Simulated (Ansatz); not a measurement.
## Computed against measured: atomisation enthalpy at 298 K

6 molecules holding Si, Ge, B, Al, Ga, P or As; the atomisation enthalpy at 298 K in kJ/mol, computed less measured. Shapes, held fixed at every level: PBE0-D4/def2-TZVP. Thermal terms are harmonic and unscaled (PBE0-D4/def2-TZVP); the spin-orbit lowering of the free atoms is taken from their spectra. Programs: Ansatz 0.2.0. Measured values: CRC Handbook of Chemistry and Physics, NIST-JANAF tables.

Levels: A = HF/def2-TZVPP; B = SPW92/def2-TZVPP; C = CCSD(T)/CBS estimate.

```tsv
molecule	from tabulated heats	A	B	C
SiO2 (SMILES O=[Si]=O)	1254	-619	+234	-25
AlClF2 (SMILES [F][Al]([F])[Cl])	1609	-391	+197	+10
BHF2 (SMILES FBF)	1681	-377	+255	-3
B(OH)O (oxoborinic acid)	1847	-582	+310	-19
SiF4 (silicon tetrafluoride)	2382	-613	+330	-2
Si(CH3)3Cl (chlorotrimethylsilane)	5037	-1227	+615	-5
```

Question: Sum up the errors.

Answer: 
```csv
level,kind,mean error,mean absolute error,worst case
HF/def2-TZVPP,Hartree–Fock,-634.8,634.8,Si(CH3)3Cl
SPW92/def2-TZVPP,LDA,+323.5,323.5,Si(CH3)3Cl
CCSD(T)/CBS estimate,coupled cluster or CI,-7.3,10.7,SiO2
```

On this set CCSD(T)/CBS estimate has the smallest mean absolute error and HF/def2-TZVPP the largest. HF/def2-TZVPP is too low in 6 of 6; SPW92/def2-TZVPP is too high in 6 of 6; CCSD(T)/CBS estimate is too low in 5 of 6. The heats of AlClF2 (SMILES [F][Al]([F])[Cl]), Si(CH3)3Cl (chlorotrimethylsilane) come from older tables and can be uncertain by 10 kJ/mol or more. Heats of the atoms come from ATcT where it has them, that of boron, 570 kJ/mol, from recent work. The levels differ in basis as well as in method. The tabulated values of SiO2, BHF2, B(OH)O are in doubt (older tables, estimates, or at odds with other calculations) and kept here. Over the 3 molecules whose values aren't doubted the mean absolute errors are A 743.7; B 380.7; C 5.7. For SPW92/def2-TZVPP the error tends to grow with the atomisation enthalpy. Hartree–Fock lacks correlation and underbinds. T1 is large for SiO2 (0.024), so single-reference values are less sure there. The CBS estimate extrapolates MP2 from def2-TZVPP and def2-QZVPP and adds CCSD(T) − MP2 in the triple-zeta set, cores frozen. The set is small.
